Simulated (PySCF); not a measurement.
Compound: C5H12O2Si.
Bonds: C1–O2, O2–Si3, Si3–O4, O4–C5, Si3–C6, C6–C7, C7–C8, C6–C8. Hydrogens: H9, H10, H11 on C1; H12 on Si3; H13, H14, H15 on C5; H16 on C6; H17, H18 on C7; H19, H20 on C8.

The computed photoelectron lines, unassigned: C 1s: 290.00 (area 1), 290.47 (area 2), 292.21 (area 2) eV; O 1s: 537.83 eV; Si 1s: 1847.13 eV; Si 2p3/2: 107.04 eV.

Method used: delta-SCF UKS SCAN, pcX-2 on the ionised atom, pcseg-1 elsewhere, spin-free X2C (PySCF). One conformer (not necessarily the lowest) at the PBE0-D3(BJ)/def2-SVP geometry, without solvent, vibrations or thermal averaging.

Task: Assign the C 1s lines to atoms.

Result: 290.00 eV: C6 (sp3 carbon bound to silicon); 290.47 eV: C7/C8 (three-membered-ring carbon); 292.21 eV: C1/C5 (methoxy carbon). Lowest listed C 1s: C6, bonded to 2 C, H and Si. Highest, 2.21 eV above it: C1/C5, bonded to O and 3 H. Summing the Pauling electronegativity differences to the bonded atoms, each weighted by its formal bond order, gives -1.00 for the lowest site and -0.16 for the highest; no listed site has a larger sum than the highest.

Bonded neighbours of each site: C1/C5: O and 3 H; O2/O4: C and Si; Si3: 2 O, C and H; C6: 2 C, H and Si; C7/C8: 2 C and 2 H.

Task: Which photon wavelength matches the Si 1s of Si3 threshold?

Result: λ = hc/E = 12398.42 eV Å / 1847.13 eV = 6.712 Å.

One atom of each set of topologically equivalent atoms was ionised and stands for the set; in this conformer not all members are related by symmetry, and their own values weren't computed. The 2p values aren't plain energy differences: one relaxed spin-free 2p hole is combined with a matrix within the shell (ground-state 2p orbital-energy differences and spin–orbit coupling). 2p3/2, the mean of its two sublevels, lies a third of the splitting below the shell's mean and 2p1/2 two thirds above it; the statistical areas are 2:1. 2p1/2 minus 2p3/2 (ligand field included): Si 0.63 eV.

The values belong to the conformer `[CH3:1][O:2][SiH:3]([O:4][CH3:5])[CH:6]1[CH2:7][CH2:8]1`: C1–O2–Si3–O4 -54°, O2–Si3–O4–C5 164°, O2–Si3–C6–C7 -32°.
